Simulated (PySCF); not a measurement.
C4H14Si4.
SMILES: `C[Si@@H]1[SiH2][SiH2][Si@@H]1C1CC1`

Torsions of this conformer, `[CH3:1][Si@@H:2]1[SiH2:3][SiH2:4][Si@@H:5]1[CH:6]1[CH2:7][CH2:8]1`: Si4–Si5–C6–C7 -23°.

The closed-shell ground state was solved at several levels (PySCF, density fitting, gas phase, non-relativistic). The structure is a single PBE0-D3(BJ)/def2-SVP conformer in the gas phase; no vibrational or solvent corrections.

```tsv
level	basis functions	total energy (Eh)	HOMO (eV)	LUMO (eV)	gap (eV)	dipole (D)
PBE0/pcSseg-1	234	-1318.0602	-7.06	-0.90	6.16	1.60
mPW1PW91/pcSseg-1	234	-1318.7561	-7.08	-0.90	6.18	1.58
```

Q: What might wB97X-D/def2-SVPD (288 basis functions) give for the same quantities?

A: Total energy -1318.2719 Eh, HOMO -8.69 eV, LUMO 0.84 eV, gap 9.53 eV, dipole 1.62 D.

Q: Over all these levels, which gives the widest orbital gap and which the narrowest?

A: wB97X-D/def2-SVPD (range-separated hybrid) has the widest, 9.53 eV, and PBE0/pcSseg-1 (global hybrid, 25 % exact exchange) the narrowest, 6.16 eV. Functional and basis both differ between the two, so the spread mixes both effects.

Q: How far do the dipole and the HOMO energy spread over the levels?

A: The dipole runs from 1.58 to 1.62 D (mean 1.60 D) and the HOMO from -8.69 to -7.06 eV.

Note: wB97X-D ran without an empirical dispersion term, which enters the total energy and its gradient alone.
